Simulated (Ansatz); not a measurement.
`I[SiH]1BC1` + H–F → `F[SiH]1BC1` + HI at 500 K and 1 bar (ligand exchange at the Si–I bond).

Isolated molecules relaxed with PBE0-D4/def2-TZVP in Ansatz; ΔE leaves out vibrations. CCSD(T)/CBS is the MP2 limit (def2-TZVPP, def2-QZVPP) plus CCSD(T) − MP2 in def2-TZVPP, frozen cores. This one scheme is used for every species. def2 core potentials past Kr. For I outer-core shells are correlated without core-valence functions, which leaves a few kJ/mol of doubt a bond.

| species | CCSD(T)/CBS energy (Eh) | H − E (kJ/mol) | S (J/(mol·K)) |
| --- | --- | --- | --- |
| `I[SiH]1BC1` | -651.74575 | 163.0 | 384.8 |
| H–F | -100.39570 | 39.4 | 188.7 |
| `F[SiH]1BC1` | -454.11214 | 164.9 | 347.9 |
| HI | -298.03592 | 28.6 | 221.6 |

H − E and S are ideal-gas, rigid-rotor, harmonic terms from PBE0-D4/def2-TZVP, for one conformer and one mirror image of each species. 1 Eh = 2625.50 kJ/mol, R = 8.31446 J/(mol·K).

**Question.** By hand: ΔE, ΔH, ΔS and ΔG.

**Answer.** ΔE = (-454.11214) + (-298.03592) − (-651.74575) − (-100.39570) = -0.00661 Eh = -17.4 kJ/mol. Δ(H − E) = 164.9 + 28.6 − 163.0 − 39.4 = -8.9, so ΔH = -26.3 kJ/mol. ΔS = 347.9 + 221.6 − 384.8 − 188.7 = -4.0 J/(mol·K). ΔG = -26.3 − 500 × (-4.0)/1000 = -24.3 kJ/mol.

**Question.** By hand: the equilibrium constant, and the temperature at which ΔG would vanish if ΔH and ΔS stayed fixed.

**Answer.** log₁₀ K = −ΔG/(RT ln 10) = 2.5. ΔG = 0 at ΔH/ΔS = 6575 K, far beyond where these terms or the molecules hold.

The number of gas molecules stays the same, so ΔS is small and ΔH decides. A doubt of 5 kJ/mol in ΔE shifts log₁₀ K by 0.5 here. Other conformers and mirror images would add mixing entropy, several J/(mol·K) or more a flexible species. These are equilibria of isolated gas molecules and say nothing of rates. Largest T1 diagnostic: 0.014 (customary marks: 0.02 for closed shells, 0.045 for open ones).
